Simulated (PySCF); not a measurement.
# How good is the calculation?

Geometry:
```csv
atom,x (Å),y (Å),z (Å)
C1,-2.862,-0.846,0.086
C2,-1.474,-0.317,0.407
C3,-1.172,1.021,-0.253
C4,0.226,1.551,0.043
N5,1.281,0.694,-0.440
C6,2.090,-0.020,0.395
C7,3.081,-0.924,-0.308
O8,2.016,0.054,1.605
H9,-2.995,-0.993,-0.998
H10,-3.646,-0.146,0.419
H11,-3.051,-1.812,0.578
H12,-0.714,-1.053,0.090
H13,-1.349,-0.217,1.498
H14,-1.311,0.934,-1.347
H15,-1.905,1.777,0.081
H16,0.382,1.629,1.129
H17,0.345,2.563,-0.381
H18,1.373,0.556,-1.438
H19,3.793,-1.306,0.433
H20,3.625,-0.390,-1.102
H21,2.557,-1.776,-0.769
```

Method: structure optimised with PBE0-D3(BJ)/def2-SVP, σ from GIAO-HF/pcSseg-1, in PySCF (non-relativistic Hamiltonian, averaged over atoms made equivalent by symmetry, fast rotation or ring inversion, gas phase, single conformer).

Reference values: measured (solution, not stated per compound (mostly CDCl3 or CCl4); Pretsch, Buehlmann, Badertscher, Structure Determination of Organic Compounds, 4th ed. (2009)).
```csv
atoms,quantity,reference,computed
H16/H17,δ ¹H,3.21,3.24
H14/H15,δ ¹H,1.49,0.92
H12/H13,δ ¹H,1.35,1.08
H9/H10/H11,δ ¹H,0.92,0.99
```

Computed shifts are σ(ref) − σ with the named reference compound (TMS for H and C) calculated as an isolated molecule at the same level.

Problem. How far are the unscaled ¹H shifts from the references?

Solution. Mean signed difference -0.18 ppm, mean absolute 0.24 ppm over 4 comparisons; the largest is -0.57 ppm at H14/H15 (hydrogen on an sp3 CH2).

4 of the 8 published NMR values on file for this molecule are compared.

The protons averaged at δ 3.24 differ by 1.6 ppm in this conformer, so that average is uncertain.
